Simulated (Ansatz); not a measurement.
The same atomization along the group O, S, Se.

Isolated molecules relaxed with PBE0-D4/def2-TZVP in Ansatz; ΔE leaves out vibrations. CCSD(T)/CBS adds triple-zeta CCSD(T) − MP2 to the extrapolated MP2 energy (def2 sets, frozen cores). This one scheme is used for every species, atoms too. Functionals use def2-TZVPP. Open shells (•) are unrestricted, without spin–orbit coupling. Spin–orbit coupling would lower the free atoms: a little for Cl, O, S; clearly for Se; strongly for Sn. Elements past krypton have def2 core potentials. Bonds to Se, Sn are less sure, by a few kJ/mol each and by 10 to 20 or more in all where they break to atoms, as the def2 sets lack core-valence functions. Scalar relativity is left out up to krypton. Each species was taken in one conformer, which may not be the lowest.

| reaction | CCSD(T)/CBS(def2) (kcal/mol) |
| --- | --- |
| `[OH][SnH2][Cl]` → Cl• + 3 H• + O• + Sn• | 405.0 |
| `[SH][SnH2][Cl]` → Cl• + 3 H• + S• + Sn• | 364.9 |
| `[Cl][SnH2][SeH]` → Cl• + 3 H• + Se• + Sn• | ? |

(1) Fill in the missing values. (An estimate is asked.)

Largest T1 diagnostic: 0.013, for `[OH][SnH2][Cl]`.

## Answers

(1) The calculation gave: `[Cl][SnH2][SeH]` → Cl• + 3 H• + Se• + Sn•: +351.7 kcal/mol.

For atomizations the MP2-based limit and the directly extrapolated one differ by several kJ/mol either way, and by 10 to 25 for some Ge, Se and Sn compounds, so smaller differences from it don't rank the levels.
